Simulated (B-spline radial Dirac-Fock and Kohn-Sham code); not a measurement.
Auger decay of the 3p3/2 hole in Mn²⁺

System: Mn²⁺, configuration [Ar] 3d5, inside a Watson sphere of charge -2 and radius 2.7 Å (a model of the Madelung potential; inside it an electron's potential energy is raised by 10.7 eV).

Input file task.json (cfg lists n, l and occupation; rrms is the nuclear radius in fm):

```json
{"items": [{
  "Z": 25,
  "q": 2,
  "cfg": [[1, 0, 2], [2, 0, 2], [2, 1, 6], [3, 0, 2], [3, 1, 6], [3, 2, 5]],
  "A": 55,
  "rrms": 3.7057,
  "watson": [-2, 2.7],
  "do": ["binding", "quiet", "decay"],
  "holes": ["K", "L1", "L2", "L3", "M1", "M2", "M3"]
}]}
```

Launch: `python xray_run.py task.json out`

These are calculated numbers from a radial B-spline solver; the model is independent-particle rates on relativistic LDA orbitals of the hole state (multipoles up to L = 3, Coulomb Auger matrix elements, transition energies from Dirac-Fock). Kinetic energies are configuration averages from the vacuum level; the two-hole energies are estimated from single-hole states.

```
transition  kinetic energy (eV)  width (meV)  share (%)
   M3-M4M4                14.05         24.8        2.5
   M3-M4M5                14.18          566       57.7
   M3-M5M5                14.30          389       39.7
```

Coster-Kronig rates are the weakest part of this model and often come out 1.5 to 2.5 times too large. The listed channels hold 100 % of the non-radiative rate. Summed by principal shells, of 0.980 eV in all: MMM 100.0 %.
